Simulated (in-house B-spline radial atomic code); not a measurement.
Ionisation energies along the 24-electron series, configuration 1s2 2s2 2p6 3s2 3p6 3d3/2(4) 3d5/2(2), as differences of self-consistent energies. Dirac energy differences include first-order Breit, QED and recoil terms. NIST's values go from ground level to ground level; the uncertainty of those that are theory runs from under 0.1 % in few-electron ions to several per cent in heavy many-electron ones. Computed with a radial B-spline atomic code at the basis-set limit: Dirac-Hartree-Fock, jj configuration that fills j = l - 1/2 first, finite nuclei.

A number in brackets counts the electrons of a j subshell.

```tsv
ion	configuration after	ionisation energy (eV)	IE/(q+1)² (eV)	-ε less Coulomb ΔSCF (eV)	Breit and QED recoil part (eV)	tabulated value (eV)	tabulated kind	computed minus tabulated (eV)
Fe2+	[Ar] 3d3/2(4) 3d5/2(1)	31.3	3.4789	2.77	0.021389	30.651	measured	0.7
Co3+	[Ar] 3d3/2(4) 3d5/2(1)	52.6	3.2894	2.7196	0.026054	51.27	semi-empirical	1.4
Ni4+	[Ar] 3d3/2(4) 3d5/2(1)	77.6	3.1023	2.7042	0.029618	76.06	semi-empirical	1.5
Cu5+	[Ar] 3d3/2(4) 3d5/2(1)	105.9	2.9417	2.7033	0.03214	103	semi-empirical	2.9
Zn6+	[Ar] 3d3/2(4) 3d5/2(1)	?	?	?	?	?	semi-empirical	?
Ga7+	[Ar] 3d3/2(4) 3d5/2(1)	?	?	?	?	?	tabulated theory	?
Ge8+	[Ar] 3d3/2(4) 3d5/2(1)	210.5	2.5992	2.7249	0.033471	212.5	tabulated theory	-2.0
As9+	[Ar] 3d3/2(4) 3d5/2(1)	251.8	2.5178	2.7336	0.031649	247	tabulated theory	4.8
Se10+	[Ar] 3d3/2(4) 3d5/2(1)	296.2	2.4476	2.742	0.028572	291	tabulated theory	5.2
Br11+	[Ar] 3d3/2(4) 3d5/2(1)	343.7	2.3865	2.75	0.024147	338	tabulated theory	5.7
Kr12+	[Ar] 3d3/2(4) 3d5/2(1)	394.2	2.3328	2.7575	0.018305	391	tabulated theory	3.2
Rb13+	[Ar] 3d3/2(4) 3d5/2(1)	?	?	?	?	?	tabulated theory	?
Sr14+	[Ar] 3d3/2(4) 3d5/2(1)	504.7	2.243	2.7709	0.0019707	499	tabulated theory	5.7
Zr16+	[Ar] 3d3/2(4) 3d5/2(1)	627.4	2.1708	2.7825	-0.021172	622	tabulated theory	5.4
```

Question: Fill in the row of Zn6+.

Answer: ionisation energy (eV): 137.6; IE/(q+1)² (eV): 2.8073; -ε less Coulomb ΔSCF (eV): 2.7085; Breit and QED recoil part (eV): 0.033656; tabulated value (eV): 133.9; computed minus tabulated (eV): 3.7.

Question: Fill in the row of Ga7+.

Answer: ionisation energy (eV): 172.5; IE/(q+1)² (eV): 2.6945; -ε less Coulomb ΔSCF (eV): 2.7163; Breit and QED recoil part (eV): 0.034116; tabulated value (eV): 169.9; computed minus tabulated (eV): 2.6.

Question: Fill in the row of Rb13+.

Answer: ionisation energy (eV): 447.9; IE/(q+1)² (eV): 2.2853; -ε less Coulomb ΔSCF (eV): 2.7645; Breit and QED recoil part (eV): 0.010938; tabulated value (eV): 443; computed minus tabulated (eV): 4.9.

Question: How far is this level of theory from the measured and semi-empirical values?

Answer: Over those 5 rows the differences run from +0.66 to +3.66 eV (mean absolute value 2 eV). The calculation leaves out correlation and, in open shells, the multiplet splittings that an average leaves out.
